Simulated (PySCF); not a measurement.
# Platinum: a sound run and one with changed settings

Sound run: Pt⁺ [Xe] 4f14 5d9, Pt²⁺ [Xe] 4f14 5d8. All numbers are calculated (PySCF 2.14, a scalar-relativistic core potential, in cc-pVDZ-PP with ECP60MDF). The sound run starts from symmetry-adapted Hartree-Fock orbitals and uses a fine grid where one is needed.

Changed run: 26 angular points. This setting is unsound on purpose.

```json
{"species": "Pt⁺", "method": "UHF", "sound run (hartree)": "-118.23418", "changed run (hartree)": "-118.23418", "converged": "yes"}
{"species": "Pt⁺", "method": "M06-2X", "sound run (hartree)": "-118.94256", "changed run (hartree)": "-118.94248", "converged": "yes"}
{"species": "Pt⁺", "method": "TPSS", "sound run (hartree)": "-119.00872", "changed run (hartree)": "-119.02301", "converged": "yes"}
{"species": "Pt²⁺", "method": "UHF", "sound run (hartree)": "-117.61407", "changed run (hartree)": "-117.61407", "converged": "yes"}
{"species": "Pt²⁺", "method": "M06-2X", "sound run (hartree)": "-118.23971", "changed run (hartree)": "-118.23121", "converged": "yes"}
{"species": "Pt²⁺", "method": "TPSS", "sound run (hartree)": "-118.31940", "changed run (hartree)": "-118.35872", "converged": "yes"}
```

Ionisation energy of Pt⁺:

```tsv
method	sound run (eV)	changed run (eV)
UHF	16.874	16.874
M06-2X	19.125	19.355
TPSS	18.757	18.076
```

A coarse angular grid integrates products of high-l functions wrongly, so density functionals can shift, and the SCF can exploit the error; Hartree-Fock and MP2 need no grid.

For comparison, NIST gives 18.56 ± 0.12 eV between the lowest levels.
